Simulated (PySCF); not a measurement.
Al²⁺ (aluminium, charge +2): UHF calculation

Configuration: [Ne] 3s1, 2S determinant. Calculation: PySCF 2.14, in cc-pV(T+d)Z (5s4p3d1f, 39 functions); the non-relativistic Hamiltonian (point nucleus).

```json
{
  "Total energy": "-241.029568 hartree",
  "One-electron energy": "-327.4063 hartree",
  "Hartree (Coulomb) energy": "104.0703 hartree",
  "Exchange energy": "-17.6936 hartree",
  "Kinetic energy": "241.01667 hartree",
  "⟨S²⟩": "0.7500",
  "⟨L²⟩": "0.000",
  "Sum of ⟨r⟩": "7.309 bohr",
  "Sum of ⟨r²⟩": "9.365 bohr²",
  "Density at the nucleus (Gaussians lack the cusp)": "1380 bohr⁻³",
  "Spin density at the nucleus": "3.48 bohr⁻³",
  "Langevin diamagnetic susceptibility": "-7.42 ×10⁻⁶ cm³/mol",
  "Time after the integrals": "0.07 s of wall time on 1 thread of Neoverse-V2 (shared host)"
}
```

| shell | electrons | mean orbital energy (eV) | rms radius, mean of both spins (bohr) |
| --- | --- | --- | --- |
| 1s α | 1 | -1612.9 | 0.139 |
| 1s β | 1 | -1612.5 | 0.139 |
| 2s α | 1 | -154.19 | 0.677 |
| 2s β | 1 | -153.45 | 0.677 |
| 2p α | 3 | -108.01 | 0.672 |
| 2p β | 3 | -107.73 | 0.672 |
| 3s α | 1 | -28.059 | 2.39 |
